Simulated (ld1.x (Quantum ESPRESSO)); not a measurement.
**What one change does to a pseudopotential (Bi (Z = 83), RRKJ)**

* Element: bismuth (Bi)
* Generator: ld1.x (Quantum ESPRESSO) 7.5
* Type: norm-conserving RRKJ (Kleinman–Bylander form)
* Functional: LDA (PZ)
* Relativity: scalar-relativistic
* Frozen core: [Xe] 4f14 5d10
* Valence charge: 5
* Reference configuration: 6s2 6p3
* Partial waves: 6s (bound): rc 1.95 bohr; 6p (bound): rc 1.90 bohr
* Local potential: all-electron potential smoothed inside 1.70 bohr (lloc = -2)
* Core correction: none
* rho0: 0.001

All-electron outer shells of the reference configuration (LDA (PZ), scalar-relativistic, ld1.x):

```csv
shell,level (eV),outermost node (bohr),outermost maximum (bohr)
5p,-95.96,0.48,0.86
5d,-27.18,0.51,1.03
6s,-14.76,0.98,1.86
6p,-4.77,1.14,2.44
```

Change: local potential the s channel.

Cutoffs: the cutoffs (Ry, on a coarse ladder) from which the occupation-weighted sum of valence levels, in a spherical-Bessel basis at the reference potential, stays within 10 and 1 mRy of its value at 400 Ry; they do not see the model core or the augmentation charge, which bear on the density cutoff. Errors are all-electron minus pseudo energies relative to the spin-unpolarised reference configuration.

**Question.** What does the change do?

**Answer.** The potential gets neither clearly harder nor softer (35 Ry and 45 Ry → 30 Ry and 50 Ry); the bound ghost in d disappears; of the 9 tests that both files solve, the error grows in 0 and shrinks in 4 by more than 15 % and 0.3 meV (median size 135.3 → 113.3 meV); the range in which the s phases agree widens (upper end 0.3 → 4.0); the range in which the p phases agree widens (upper end 0.3 → 3.9). In the separable form a ghost depends on how the local part lies against the semilocal potential of the channel, so the choice of the local part can create or remove one.

```tsv
quantity	base	changed
cutoff, loose	35 Ry	30 Ry
cutoff, tight	45 Ry	50 Ry
loose cutoff by channel (10 mRy a level)	s 30 Ry, p 25 Ry	p 25 Ry, s 21 Ry
bound ghosts	d	none
error for 6s2 6p2, meV [ΔE 8.15 eV]	+6.2	+3.0
error for 6s2 6p1, meV [ΔE 23.72 eV]	+42	+29
error for 6s2 6p0, meV [ΔE 47.43 eV]	+135	+119
error for 6s1 6p4, meV [ΔE 10.18 eV]	+35	+22
error for 6s1 6p0, meV [ΔE 93.35 eV]	+455	+416
error for 6s2 6p3.3, meV [ΔE -1.15 eV]	+1.0	+0.9
error for 6s0 6p5, meV [ΔE 20.72 eV]	+172	+113
error for 6s2 6p3 (spin-polarised), meV [ΔE -1.02 eV]	+198	+196
error for 6s2 6p2 (spin-polarised), meV [ΔE 7.60 eV]	+138	+134
s: phases at 2.14 bohr within 0.05 rad from the reference energy up to (Ry; the scan ends near 5)	0.3	4.0
p: phases at 2.14 bohr within 0.05 rad from the reference energy up to (Ry; the scan ends near 5)	0.3	3.9
```

 A true bound ghost makes a file unfit for plane-wave use even where its test errors are small: the radial tests pick states by their node count and pass the ghost by.
